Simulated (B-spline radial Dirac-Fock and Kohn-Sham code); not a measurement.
## N²⁺ 2p3/2: cross section and angular parameters

System: nitrogen as N²⁺, [He] 2s2 2p1; threshold 43.32 eV (orbital energy of the model). The computed values come from an atomic code on a B-spline grid: Dirac-Hartree-Slater photoionisation with a Latter tail; cross sections with all multipoles, angular parameters from the dipole term and its interference with E2.

Input file task.json (cfg lists n, l and occupation; rrms is the nuclear radius in fm):

```json
{"items": [{
  "Z": 7,
  "q": 2,
  "cfg": [[1, 0, 2], [2, 0, 2], [2, 1, 1]],
  "A": 14,
  "rrms": 2.5582,
  "do": "xps",
  "hv": [52.3, 60, 75.3, 80, 106.0, 115.0, 116.0, 126.0, 150, 202.0, 235.0, 310.0, 374.0, 514.0, 520.0, 548.0, 658.0, 906.0, 1000, 1253.6, 1520.0, 1590.0, 1680.0, 4920.0, 4970.0, 5414.7, 6390.0, 6910.0, 8047.8, 9251.7]
}]}
```

Command: `python xray2_run.py task.json out`

For linearly polarised light dσ/dΩ = σ/(4π) [1 + β P₂(cos θ) + (δ + γ cos²θ) sin θ cos φ], with θ from the polarisation vector and φ the angle between the beam and the projection of the electron momentum on the plane normal to the polarisation.

```tsv
hν (eV)	σ (kb)	β	γ	δ
52.3	927	1.428	0.021	0.007
60	673	1.489	0.041	0.007
75.3	385	1.522	0.071	0.008
80	330	1.523	0.078	0.008
106	155	1.492	0.116	0.009
115	124	1.476	0.127	0.009
116	121	1.474	0.128	0.010
126	95.7	1.455	0.141	0.010
150	57.0	1.407	0.171	0.012
202	23.3	1.296	0.213	0.016
235	14.8	1.232	0.235	0.019
310	6.12	1.100	0.272	0.026
374	3.31	1.002	0.289	0.032
514	1.16	0.841	0.312	0.044
520	1.12	0.836	0.313	0.045
548	0.938	0.811	0.317	0.047
658	0.510	0.731	0.332	0.056
906	0.171	0.602	0.372	0.074
1000	0.121	0.565	0.387	0.081
1253.6	0.0538	0.483	0.421	0.097
1520	0.0266	0.419	0.451	0.113
1590	0.0225	0.404	0.458	0.117
1680	0.0183	0.387	0.467	0.122
4920	0.000275	0.110	0.619	0.252
4970	0.000264	0.109	0.621	0.253
5414.7	0.000187	0.097	0.635	0.266
6390	?	?	?	?
6910	7.03e-05	0.070	0.689	0.307
8047.8	3.79e-05	0.057	0.729	0.335
9251.7	2.15e-05	0.047	0.773	0.362
```

Q: Give the values at 6390 eV.

A: σ = 9.64e-05 kb, β = 0.078, γ = 0.671, δ = 0.294.
